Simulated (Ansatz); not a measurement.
```yaml
crystal:
  periodic: [false, false, false]
  atoms:
    - {symbol: Ge, position_ang: [-1.755699, 0.007752, -0.588949]}
    - {symbol: Ge, position_ang: [0.760635, -1.547915, 1.070519]}
    - {symbol: Ge, position_ang: [0.790425, 0.743411, -0.254576]}
    - {symbol: F, position_ang: [-2.351905, 1.176907, 0.576128]}
    - {symbol: F, position_ang: [-1.168852, -1.202735, 0.881935]}
    - {symbol: F, position_ang: [0.736793, -2.262849, -0.549947]}
    - {symbol: F, position_ang: [1.874045, 0.796370, -1.615839]}
    - {symbol: F, position_ang: [1.114568, 2.289059, 0.480729]}
basis:
  gaussian: {orbitals: def2-TZVPP}
total_charge: 1
hamiltonian: {xc: {name: PBE}, dispersion: d3bjatm, pseudopotentials: {relativity: none}}
scf: {omitted_lower_state_checks: [starts]}
```

```sh
$ ansatz run in.yaml --threads 4 --pin off --events-out ev --progress --plain --max-ram 6963MiB
```

Output, abridged:

```
Functional definition: PBE
1854 factors; their error is unknown
mean field evaluation 1: about -183080.0342 eV, gradient 1.3e2 eV
mean field evaluation 2: about -182691.7998 eV, gradient 4.5e2 eV
mean field evaluation 4: about -183098.1032 eV, gradient 6.6e1 eV
mean field evaluation 8: about -183104.8486 eV, gradient 8.8e-1 eV
mean field evaluation 16: about -183104.8152 eV, gradient 2.0e-2 eV
mean field -183104.81519421 eV, -6728.9778454859 hartree, gradient 1.9e-5 eV, S^2 0.000000; 0 other end points of the search recorded, 0 dependent functions left out
reference -183104.81522846 eV, -6728.9778467445 hartree; 70, 70 occupied and 229, 229 virtual orbitals, 1854 factors
Total energy: -183105.04008804 eV, -6728.9861101816 hartree
Checks for a lower state left out: starts
```

Hardware: 4 threads of Arm Neoverse V1 on a shared host. Wall time 5.5 s, peak host memory 0.55 GiB.
